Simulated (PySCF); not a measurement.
Stepwise substitution at one centre (Al SiH3-I). All species are isolated molecules in the gas phase. Strings in code marks are SMILES.

Level of theory: B3LYP-D3(BJ)/def2-TZVP (PySCF). B3LYP has the VWN-RPA correlation part, as in Gaussian. Excitations are Tamm–Dancoff values on a coarser integration grid. The basis has no diffuse functions, so Rydberg states are missing or too high.

```csv
species,S1 excitation (TDA) (eV),S1–T1 gap (TDA) (eV),dipole moment (D)
0 of 3 SiH3 replaced by I (`[SiH3][Al]([SiH3])[SiH3]`),3.37,0.51,0.09
1 of 3 SiH3 replaced by I (`[I][Al]([SiH3])[SiH3]`),3.40,?,1.11
2 of 3 SiH3 replaced by I,4.17,?,1.07
3 of 3 SiH3 replaced by I (`[I][Al]([I])[I]`),4.38,?,0.00
```

Task: What belongs in the gaps?

Result: 
- 1 of 3 SiH3 replaced by I (`[I][Al]([SiH3])[SiH3]`), S1–T1 gap (TDA) (eV): 0.41
- 2 of 3 SiH3 replaced by I, S1–T1 gap (TDA) (eV): 0.41
- 3 of 3 SiH3 replaced by I (`[I][Al]([I])[I]`), S1–T1 gap (TDA) (eV): 0.27
